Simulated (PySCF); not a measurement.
Whose spectrum? (photoacid generator cation)

All values: TDA PBE0/def2-SVP, gas phase, PySCF SCF with an in-house response code, fitting set def2-universal-JFIT up to Ne and JKFIT beyond, grid level 1 (kernel 0), vertical, one conformer each, geometries GFN2-xTB; core orbitals frozen in the response, virtual orbitals above 1.5 Eh left out. The lowest 6 singlets were sought, and the brightest is taken among them. The runs took 2 to 3 CPU minutes each on shared server CPUs.

Some members have dark charge-transfer states, which this functional places too low.

One system has its HOMO at -11.12 eV, its LUMO at -5.59 eV and these singlet states:

```tsv
state	eV	f
S1	4.83	0.022
S2	4.89	0.041
S3	5.00	0.173
S4	5.08	0.018
S5	5.16	0.063
S6	5.31	0.084
```

Problem. Which is it?
A. [SiH3]c1ccccc1[S+](c1ccccc1)c1ccccc1 ([C18H17SSi]+)
B. CC(=O)c1cccc([S+](c2ccccc2)c2ccccc2)c1 ([C20H17OS]+)
C. N#Cc1ccc([S+](c2ccccc2)c2ccccc2)cc1 ([C19H14NS]+)
D. c1ccc([S+](c2ccccc2)c2ccccc2)cc1 ([C18H15S]+)
E. Cc1cccc([S+](c2ccccc2)c2ccccc2)c1 ([C19H17S]+)

Solution. C.

Problem. How do the candidates compare?

Solution. 
```
                                system  HOMO / eV  LUMO / eV  S1 / eV  f(S1)  brightest state sought / eV
CC(=O)c1cccc([S+](c2ccccc2)c2ccccc2)c1     -10.21      -5.22     3.57  0.000                         5.01
     Cc1cccc([S+](c2ccccc2)c2ccccc2)c1     -10.61      -4.94     4.81  0.005                         5.28
   N#Cc1ccc([S+](c2ccccc2)c2ccccc2)cc1     -11.12      -5.59     4.83  0.022                         5.00
  [SiH3]c1ccccc1[S+](c1ccccc1)c1ccccc1     -10.87      -5.04     4.97  0.015                         5.15
      c1ccc([S+](c2ccccc2)c2ccccc2)cc1     -10.96      -4.80     5.27  0.011                         5.28
```
